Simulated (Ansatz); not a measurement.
Calculated with Ansatz (gas phase, PBE0-D4/def2-TZVP geometries, no zero-point term in ΔE). CBS: MP2 limit from def2 TZ/QZ plus the TZ coupled-cluster correction, frozen cores. DFT in def2-TZVPP. For Ga outer-core shells are correlated without core-valence functions, which leaves a few kJ/mol of doubt a bond. Scalar relativity is left out up to krypton.

Consider the cleavage of the Si–Si bond: `C[Si](F)(F)[SiH3]` + `[OH][GaH2]` → `[SiH3][O][GaH2]` + `C[SiH](F)F`.

| species | r2SCAN energy (Eh) |
| --- | --- |
| `C[Si](F)(F)[SiH3]` | -820.49942 |
| `[OH][GaH2]` | -2001.87961 |
| `[SiH3][O][GaH2]` | -2292.59220 |
| `C[SiH](F)F` | -529.82675 |

**Question.** Work out ΔE.

**Answer.** ΔE = (-2292.59220) + (-529.82675) − (-820.49942) − (-2001.87961) = -0.03992 Eh = -104.8 kJ/mol. CCSD(T)/CBS gives -112.4 kJ/mol.

Largest T1 diagnostic among the species: 0.015.

From BLYP to BHLYP (50 % exact exchange), in def2-TZVPP and without D4, ΔE moves by −23.0 kJ/mol. In def2-TZVPP, CCSD(T) changes the Hartree–Fock value by +29.4 kJ/mol (the triples alone add +4.1 kJ/mol) and MP2 by +20.9 kJ/mol. Leaving LDA and LC-ωPBE aside and taking each functional with its dispersion term where it has one, the values, not all of them listed here, spread over 41.9 kJ/mol, from BHLYP-D4 to PBE-D4.
